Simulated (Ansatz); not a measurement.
Computed with Ansatz on PBE0-D4/def2-TZVP structures; ΔE is electronic, products minus reactants. CCSD(T)/CBS is the MP2 limit (def2-TZVPP, def2-QZVPP) plus CCSD(T) − MP2 in def2-TZVPP, frozen cores. This one scheme is used for every species. DFT in def2-TZVPP. B3LYP here is the variant with VWN-RPA as its local correlation; programs differ in this. For Br outer-core shells are correlated without core-valence functions, which leaves a few kJ/mol of doubt a bond. Scalar relativity is left out up to krypton.

Reaction (hydrogenolysis of the Al–Br bond): `[Br][Al]1[O][SiH2]1` + H₂ → `[O]1[AlH][SiH2]1` + HBr

`[Br][Al]1[O][SiH2]1`:

Cartesian coordinates in Å:
```
Br 0.468 1.838 -2.920
Al 0.271 0.773 -0.964
O -0.627 -0.661 -0.576
Si -0.005 -0.393 0.963
H -1.012 -0.105 2.019
H 0.905 -1.452 1.478
```

H₂:

Cartesian coordinates in Å:
```
H -0.016 -0.342 0.149
H 0.016 0.342 -0.149
```

`[O]1[AlH][SiH2]1`:

```xyz
6

O    -0.465   -0.971    0.188
Al    1.159   -0.657   -0.352
Si   -0.579    0.713    0.161
H     2.324   -1.665   -0.693
H    -1.591    1.247   -0.792
H    -0.849    1.334    1.488
```

HBr:

Z-matrix (Å, degrees):
```
Br
H 1 1.420
```

| level | ΔE (kJ/mol) | difference from CCSD(T)/CBS |
| --- | --- | --- |
| B3LYP-D4 | 140.0 | -4.4 |
| r2SCAN0-D4 | 147.1 | 2.7 |
| revPBE | 135.8 | -8.6 |
| r2SCAN | 146.8 | 2.4 |
| r2SCAN0 | 146.0 | 1.6 |
| LC-ωPBE | 133.8 | -10.6 |
| MP2/def2-SVP | 143.0 | -1.4 |
| CCSD/def2-SVP | 130.2 | -14.2 |
| HF/def2-TZVPP | 134.4 | -10.0 |
| HF/CBS(def2) | 133.0 | -11.4 |
| CCSD(T)/CBS | 144.4 | 0 |

What do rigid-rotor, harmonic-oscillator terms from PBE0-D4/def2-TZVP frequencies (298.15 K, 1 bar) make of the CCSD(T)/CBS value? (Estimate.)

The calculation gave: ΔZPE = +2.9 kJ/mol, ΔH = +144.0 kJ/mol, ΔS = 19 J/(mol·K), ΔG = +138.2 kJ/mol.

Largest T1 diagnostic among the species: 0.016.

The D4 term adds +5.5 kJ/mol with B3LYP and +3.1 kJ/mol with PBE0; it sums over pairs of atoms, weighted by their polarisabilities, and B3LYP, whose exchange is more repulsive, gets the larger term. At CCSD(T), def2-SVP lies −11.9 kJ/mol from the extrapolated value and def2-TZVPP −3.4 kJ/mol. Leaving LDA and LC-ωPBE aside and taking each functional with its dispersion term where it has one, the values, not all of them listed here, spread over 18.3 kJ/mol, from B97M-V to r2SCAN-D4. LDA lies −3.4 kJ/mol from PBE without D4.
